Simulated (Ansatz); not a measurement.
A run of Ansatz (development build ahead of 0.2.0) on quartet CoB₂ at this shape:

```yaml
atoms:
  - { symbol: Co, position_ang: [0.0000, 0.0000, 0.0000] }
  - { symbol: B, position_ang: [0.0000, 1.9320, 0.0000] }
  - { symbol: B, position_ang: [0.0000, -1.9320, 0.0000] }
```

Its results:

```
Converged                       : yes
Total energy                    : -1430.49079 hartree
Spin squared of the determinant : 5.668
Stability test                  : minimum
```

(1) Which input gives this output? Name the method, the orbitals and the basis set, and write the input.

Results:

(1) UHF in pcseg-2.

```yaml
crystal:
  periodic: [false, false, false]
  atoms:
    - { symbol: Co, position_ang: [0.0, 0.0, 0.0] }
    - { symbol: B, position_ang: [0.0, 1.932, 0.0] }
    - { symbol: B, position_ang: [0.0, -1.932, 0.0] }
basis:
  gaussian: { orbitals: pcseg-2 }
magnetization:
  spin_polarized: true
  initial_magnetization: 3
hamiltonian:
  xc: hf
```

Caution: another spin multiplicity may lie lower; the unrestricted determinant is a mixture of spin states.
